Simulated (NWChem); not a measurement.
Species: NH₄ cation; SMILES [NH4+]

Results from NWChem. The level has its own optimisation; frequencies are unscaled.

What does the run give for LDA (Slater exchange, VWN5)/def2-SVP? Quantities: r H–N (Å); highest harmonic frequency (cm⁻¹); lowest (cm⁻¹); zero-point energy (kcal/mol).


```json
{
 "r H–N (Å)": "1.042",
 "highest harmonic frequency (cm⁻¹)": "3396",
 "lowest (cm⁻¹)": "1367",
 "zero-point energy (kcal/mol)": "29.7"
}
```
